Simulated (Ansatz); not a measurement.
`C[SiH2][SiH](F)F` → `[CH2]` (triplet) + `F[SiH](F)[SiH3]` at 298.15 K and 1 bar (formal loss of a carbene).

Program: Ansatz. Geometries: PBE0-D4/def2-TZVP. ΔE: electronic, gas phase. CCSD(T)/CBS adds triple-zeta CCSD(T) − MP2 to the extrapolated MP2 energy (def2 sets, frozen cores). This one scheme is used for every species. Triplets are unrestricted, without spin–orbit coupling. One conformer a species, not always the lowest.

```
           species  CCSD(T)/CBS energy (Eh)  H − E (kJ/mol)  S (J/(mol·K))
`C[SiH2][SiH](F)F`               -819.54558           204.1          371.8
 `[CH2]` (triplet)                -39.09499            55.4          195.3
 `F[SiH](F)[SiH3]`               -780.26920           122.8          332.3
```

H − E and S are ideal-gas, rigid-rotor, harmonic terms from PBE0-D4/def2-TZVP, for one conformer and one mirror image of each species, with the whole ground term of open shells counted as degenerate. 1 Eh = 2625.50 kJ/mol, R = 8.31446 J/(mol·K).

Problem. By hand: ΔE, ΔH, ΔS and ΔG.

Solution. ΔE = (-39.09499) + (-780.26920) − (-819.54558) = 0.18139 Eh = 476.2 kJ/mol. Δ(H − E) = 55.4 + 122.8 − 204.1 = -25.9, so ΔH = 450.3 kJ/mol. ΔS = 195.3 + 332.3 − 371.8 = 155.8 J/(mol·K). ΔG = 450.3 − 298.15 × (155.8)/1000 = 403.8 kJ/mol.

Problem. By hand: the equilibrium constant, and the temperature at which ΔG would vanish if ΔH and ΔS stayed fixed.

Solution. log₁₀ K = −ΔG/(RT ln 10) = -70.7. ΔG = 0 at ΔH/ΔS = 2890 K, far beyond where these terms or the molecules hold.

The number of gas molecules changes by +1, which sets the sign of ΔS. A doubt of 5 kJ/mol in ΔE shifts log₁₀ K by 0.9 here. Other conformers and mirror images would add mixing entropy, several J/(mol·K) or more a flexible species. Modes under 60 cm⁻¹, often nearly free rotors, make the harmonic entropy too high. A triplet takes part, so the spin changes. These are equilibria of isolated gas molecules and say nothing of rates. Largest T1 diagnostic: 0.013 (customary marks: 0.02 for closed shells, 0.045 for open ones).
